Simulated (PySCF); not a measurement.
## MoOBr₂ + 2 F₂ → MoOF₄ + Br₂

Level: PBE0 in the def2-SVP basis family, computed in PySCF with density fitting; scalar-relativistic core potentials for atoms from Rb on, none lighter, no spin–orbit coupling; open shells unrestricted.

```csv
species,state and structure,ZPE (kJ/mol),H(298 K) − H(0) (kJ/mol),S° (J/(mol K))
MoOBr₂,"triplet, C2v, Mo–Br 2.423 Å (×2), Mo–O 1.642 Å; Br–Mo–Br 120.9°, Br–Mo–O 119.6° (×2)",12.1,17.8,362.1
F₂,"singlet, D∞h, F–F 1.376 Å",6.5,8.7,201.9
MoOF₄,"singlet, C4v, Mo–F 1.832 Å (×4), Mo–O 1.636 Å; F–Mo–F 86.1° (×4), F–Mo–F 149.7° (×2), F–Mo–O 105.2° (×4)",34.8,20.0,334.7
Br₂,"singlet, D∞h, Br–Br 2.298 Å",1.9,9.7,245.2
```

Is the gas-phase reaction uphill or downhill in electronic energy at this level, and by how much?

At PBE0/def2-SVP, ΔE = -1127.9 kJ/mol, downhill. Fluorination of this kind underlies dry etching and chamber cleaning.

Add zero-point, thermal and entropy terms for 298.15 K and 1 bar.

ΔZPE = 11.6 and Δ[H(298) − H(0)] = -5.5 kJ/mol give ΔH° = -1121.8 kJ/mol. ΔS° = -186.0 J/(mol K), so ΔG° = -1121.8 − 298.15 × (-0.1860) = -1066 kJ/mol.

Open d or f shells are single determinants, so the state found may not be the ground state. Each species is the lowest minimum found with this bonding; other isomers or fragments can lie lower.
